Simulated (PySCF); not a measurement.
**Which basis set comes closest?**

Molecule: `C=CB(C=C)C=C`, C6H9B.

Mapped SMILES: `[CH2:1]=[CH:2][B:3]([CH:4]=[CH2:5])[CH:6]=[CH2:7]`. Hydrogens are named by the atom that carries them. Ha(C1), Ha(C5), Ha(C7) are cis to B3; Hb(C1), Hb(C5), Hb(C7) are trans to B3.

Geometry PBE0-D3(BJ)/def2-SVP throughout; GIAO in PySCF, gas phase, one conformer, non-relativistic; equivalent atoms averaged; functional PBE0.

Reference values (measured; Macháček, Bühl, Fanfrlík, Hnyk, 11B NMR of BX3 and BX4-, J. Phys. Chem. A (author manuscript)): δ(B3) = 56.4 ppm vs BF3.OEt2. Computed shifts are taken against BF3·OEt2, calculated as an isolated molecule at each level.

Problem. How do the basis sets STO-3G, pcSseg-0, 6-31G, 6-31G*, cc-pVDZ, def2-SVP, pcSseg-1, aug-cc-pVDZ, 6-311+G(2d,p), def2-TZVP perform against the reference? Times are CPU seconds on shared hosts with different chips, so compare them loosely.

Solution. 
| basis set | functions | B3 | abs. error B | core-s |
| --- | --- | --- | --- | --- |
| STO-3G | 44 | 55.3 | 1.1 | 6.4 |
| pcSseg-0 | 81 | 55.0 | 1.4 | 7.6 |
| 6-31G | 81 | 48.3 | 8.1 | 12 |
| 6-31G* | 116 | 49.8 | 6.6 | 18 |
| cc-pVDZ | 143 | 53.8 | 2.6 | 19 |
| def2-SVP | 143 | 53.5 | 2.9 | 20 |
| pcSseg-1 | 164 | 53.7 | 2.7 | 13 |
| aug-cc-pVDZ | 242 | 53.2 | 3.2 | 51 |
| 6-311+G(2d,p) | 243 | 51.9 | 4.5 | 52 |
| def2-TZVP | 271 | 53.0 | 3.4 | 66 |

For 11B the closest is STO-3G (1.1 ppm, with pcSseg-0 practically level) and the furthest 6-31G (8.1 ppm). Where a smaller basis beats a larger one, errors probably cancel. One molecule is a small sample, and vibrational and solvent effects are absent from the calculation.

A small basis that lands close on one nucleus may do so by chance; judge by the trend and by all nuclei.
